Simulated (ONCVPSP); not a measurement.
**An all-electron radial function and its pseudo partner (sulfur)**

Columns: radius, all-electron u(r) and pseudo u(r) of the 3s shell (level -52.24 eV) of sulfur in the configuration [Ne] 3s2 3p1; PBE, scalar-relativistic, ONCV scheme, ONCVPSP 4.0.1.

```csv
r (bohr),all-electron,pseudo
0.078,0.1969,0.0239
0.155,-0.1115,0.0494
0.232,-0.3616,0.0794
0.310,-0.4567,0.1173
0.388,-0.4173,0.1654
0.465,-0.2936,0.2233
0.542,-0.1258,0.2900
0.620,0.0591,0.3641
0.698,0.2395,0.4424
0.775,0.4016,0.5225
0.852,0.5417,0.6038
0.930,0.6589,0.6847
1.008,0.7513,0.7592
1.085,0.8196,0.8210
1.162,0.8668,0.8668
1.240,0.8955,0.8954
1.318,0.9070,0.9070
1.395,0.9043,0.9042
1.472,0.8898,0.8898
1.550,0.8656,0.8656
1.628,0.8340,0.8339
1.705,0.7973,0.7972
1.782,0.7568,0.7567
1.860,0.7132,0.7132
1.938,0.6684,0.6684
2.015,0.6239,0.6239
```

How many radial nodes do the two functions have?

The all-electron 3s function has n − l − 1 = 2; the pseudo-wave has 0, since the states of the same l below it are removed with the core.

At about which radius was the pseudo-wave matched?

1.35 bohr. The columns agree to 0.0005 from 1.16 bohr on; several derivatives are matched, so the curves merge somewhat inside the radius.

Is the pseudo-wave norm-conserving?

Yes: the ONCV scheme keeps the norm inside the radius equal to the all-electron one, which fixes the energy derivative of the logarithmic derivative at the level.
